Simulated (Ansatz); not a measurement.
## Strength of the Si–Si bond: CH8O4Si2 → SiH(CH3)(OH) + Si(OH)3

Species: CH8O4Si2 `C[SiH](O)[Si](O)(O)O`, singlet; SiH(CH3)(OH), doublet; Si(OH)3, doublet. 

Shapes, held fixed at every level: PBE0-D4/def2-TZVP. Flexible molecules stand in one conformer, not always the lowest. Programs: Ansatz 0.2.0. Electronic energies: no zero-point or thermal term.

```json
{"level": "MP2/def2-TZVPP", "kind": "perturbation theory", "ΔE (kJ/mol)": "+341.0", "less CCSD(T)/CBS estimate": "-9.8"}
{"level": "HF/def2-TZVPP", "kind": "Hartree–Fock", "ΔE (kJ/mol)": "+252.9", "less CCSD(T)/CBS estimate": "-97.9"}
{"level": "B3LYP-D4/def2-TZVPP", "kind": "global hybrid", "ΔE (kJ/mol)": "+332.2", "less CCSD(T)/CBS estimate": "-18.6"}
{"level": "PBE0-D4/def2-TZVPP", "kind": "global hybrid", "ΔE (kJ/mol)": "+334.8", "less CCSD(T)/CBS estimate": "-16.0"}
{"level": "wB97M-V/def2-TZVPP", "kind": "range-separated hybrid", "ΔE (kJ/mol)": "+355.1", "less CCSD(T)/CBS estimate": "+4.3"}
{"level": "B2PLYP/def2-TZVPP", "kind": "double hybrid", "ΔE (kJ/mol)": "+326.6", "less CCSD(T)/CBS estimate": "-24.2"}
{"level": "CCSD(T)/def2-TZVPP", "kind": "coupled cluster or CI", "ΔE (kJ/mol)": "+343.0", "less CCSD(T)/CBS estimate": "-7.8"}
{"level": "CCSD(T)/CBS estimate", "kind": "coupled cluster or CI", "ΔE (kJ/mol)": "+350.8", "less CCSD(T)/CBS estimate": "0.0"}
```

The highest level, CCSD(T)/CBS estimate, gives ΔE = +350.8 kJ/mol; the levels span +252.9 to +355.1. The column of differences is taken from that level and isn't an error. Hartree–Fock misses the correlation of the pair that is broken and comes out low. No measured value is set beside it here. Open shells run unrestricted. The CBS estimate extrapolates MP2 from def2-TZVPP and def2-QZVPP and adds CCSD(T) − MP2 in the triple-zeta set, cores frozen.
